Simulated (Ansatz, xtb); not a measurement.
## A geometry optimisation of C2H3ClFIn with r2SCAN-D4/def2-SVP

The starting geometry of this gas-phase singlet was built from a drawn formula by distance geometry; its bonds are those of `[F][In]1[CH2][C@@H]1Cl`.

```xyz
8

C    -0.4411    0.5000    0.7513
C     0.9838    0.6549    1.1027
Cl    1.9568   -0.8074    1.0360
F    -0.5159   -0.1450    4.6891
In   -0.1826    0.6494    2.9065
H    -1.1256    1.3153    0.5808
H    -0.6164   -0.3689    0.0022
H     1.4347    1.6280    0.8876
```

Task: Predict what it relaxes into with r2SCAN-D4/def2-SVP.

Result: It falls apart into C2H3Cl + FIn. Contacts that open: C1–In5 (2.18 → 5.12 Å), C2–In5 (2.15 → 3.79 Å).

The energy falls by 3.86 eV over 39 steps:

```csv
step,E − E(last) (eV)
1,3.861
5,3.039
9,2.968
14,0.446
18,0.260
22,0.190
26,0.134
31,0.053
35,0.003
39,0.000
```

Final geometry (Å):

```tsv
atom	x (Å)	y (Å)	z (Å)
C	-0.0361	0.9205	-0.1021
C	0.1612	0.4715	1.1340
Cl	0.6438	-1.1952	1.4367
F	0.1880	0.9131	4.0293
In	0.7231	-0.9596	4.6005
H	-0.3352	1.9640	-0.2351
H	0.0867	0.2933	-0.9886
H	0.0622	1.0188	2.0816
```

From the same start GFN2-xTB reaches the same bonding as this run.

The end wasn't checked by frequencies. Atoms past krypton carry core potentials, without spin–orbit terms. Run with Ansatz 0.2.0, 56 s on 2 threads of Intel(R) Xeon(R) 6975P-C (Granite Rapids), on a shared host.
